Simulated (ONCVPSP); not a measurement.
**W (Z = 74): one change to an ONCV potential, before and after**

ONCVPSP 4.0.1 input, shortened (lines: element, Z, core and valence counts, functional; n l f; lmax; l rc ep ncon nbas qcut; lloc lpopt rc5 dvloc0; l nproj debl; icmod fcfact rcfact), LDA (Perdew-Wang 92), scalar-relativistic:

```
  W 74.00   10    5  -001012      upf
    1    0    2.00
    2    0    2.00
    2    1    6.00
    3    0    2.00
    3    1    6.00
    3    2   10.00
    4    0    2.00
    4    1    6.00
    4    2   10.00
    4    3   14.00
    5    0    2.00
    5    1    6.00
    5    2    4.00
    6    0    1.75
    6    1    0.25
    3
    0    1.50    0.00    4    8    7.40
    1    2.00    0.00    4    7    8.70
    2    2.60    0.00    4    8    6.50
    3    2.80    0.08    4    9    3.70
    4    5    1.35    0.00
    0    2    3.00
    1    2    3.20
    2    2    1.10
    3    2    3.70
    3    5.50    1.05
```

All-electron outer shells of the reference configuration (LDA (PZ), scalar-relativistic, ld1.x):

```tsv
shell	level (eV)	outermost node (bohr)	outermost maximum (bohr)
4d	-238.68	0.22	0.45
5s	-79.71	0.53	0.96
5p	-43.80	0.57	1.09
4f	-33.88	–	0.43
6s	-6.20	1.28	2.64
5d	-5.06	0.63	1.50
6p	-1.70	1.53	3.70
```

Change: f: debl 0.85.

Cutoffs: the cutoffs (Ha) at which the residual kinetic energy of the hardest occupied pseudo-wave falls to 1 and 0.1 mHa per electron; they do not see the model core or the augmentation charge, which bear on the density cutoff. Errors are all-electron minus pseudo energies relative to the spin-unpolarised reference configuration.

Question: What does the change do?

Answer: The potential gets neither clearly harder nor softer (22 Ha and 27 Ha → 22 Ha and 27 Ha); a bound ghost appears in f, which as a rule spoils a file; the errors of the 4 common tests hardly move.

```csv
quantity,base,changed
"cutoff, loose",22 Ha,22 Ha
"cutoff, tight",27 Ha,27 Ha
bound ghosts,none,f
GHOST(+) flags under 300 eV,f at 207.9 eV,none
"error for 5s2 5p6 5d4 6s2 6p0, meV [ΔE -1.12 eV]",+0.3,+0.3
"error for 5s2 5p6 5d4 6s1 6p0, meV [ΔE 8.01 eV]",-2.2,-2.2
"error for 5s2 5p6 5d4 6s0 6p0, meV [ΔE 24.03 eV]",-4.7,-4.7
"error for 5s2 5p6 5d4 6s0 6p1, meV [ΔE 13.56 eV]",-2.1,-2.1
s: phases at 1.52 bohr within 0.05 rad from the reference energy up to (Ha; the scan ends near 5),to the end of the scan,to the end of the scan
p: phases at 2.02 bohr within 0.05 rad from the reference energy up to (Ha; the scan ends near 5),to the end of the scan,to the end of the scan
d: phases at 2.63 bohr within 0.05 rad from the reference energy up to (Ha; the scan ends near 5),5.0,5.0
f: phases at 2.85 bohr within 0.05 rad from the reference energy up to (Ha; the scan ends near 5),2.5,2.3
"rms error of d²Exc/dni dnj with the model core, mHa",3.15,3.15
```

 A true bound ghost makes a file unfit for plane-wave use even where its test errors are small: the radial tests pick states by their node count and pass the ghost by.
